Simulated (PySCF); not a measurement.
Compound: C5H7F3O.
Numbering: `[CH3:1][C@:2]1([C:3]([F:4])([F:5])[F:6])[CH2:7][CH2:8][O:9]1` (hydrogens: H10, H11, H12 on C1; H13, H14 on C7; H15, H16 on C8)

Structure optimised with GFN2-xTB, isolated species.

List the bond lengths, angles and torsions at this level.

```tsv
bond	length (Å)	order
C1–C2	1.519	single
C2–C3	1.536	single
C3–F4	1.347	single
C3–F5, C3–F6	1.337	single
C2–C7	1.538	single
C7–C8	1.532	single
C8–O9	1.434	single
C2–O9	1.428	single
C1–H10, C1–H11, C1–H12	1.087	single
C7–H13	1.086	single
C7–H14	1.087	single
C8–H15	1.092	single
C8–H16	1.092	single
```

Bonds in one row agree within 0.01 Å and their mean is given. Orders are formal, as drawn. A selection of angles:
```tsv
angle	degrees
C1–C2–C3	109.8
C1–C2–C7	118.0
C1–C2–O9	114.1
C3–C2–C7	112.0
C3–C2–O9	110.3
C7–C2–O9	91.4
C2–C3–F4	110.9
C2–C3–F6	113.2
F4–C3–F5	106.3
F4–C3–F6	106.6
C2–C7–C8	84.7
C7–C8–O9	91.4
C2–O9–C8	92.5
```

Torsions: C1–C2–C3–F4 -65° (synclinal); C1–C2–C7–C8 -121° (anticlinal); C2–C7–C8–O9 2° (synperiplanar); C7–C8–O9–C2 -3° (synperiplanar); C1–C2–O9–C8 124° (anticlinal).

The 4-membered ring C2–C7–C8–O9 has internal angles of 84.7° to 92.5°; it is almost planar, 0.02 Å rms from its mean plane, widest ring torsion 3°. Of the pairs four or more bonds apart, F6···H10 is among the closest relative to their van der Waals radii: 2.55 Å, 95 % of the sum of Bondi's values.

Point group: C1 (no symmetry element, even within 0.4 Å). No GFN2-xTB frequencies stand behind this structure, so it isn't proved a minimum.

These are computed values.
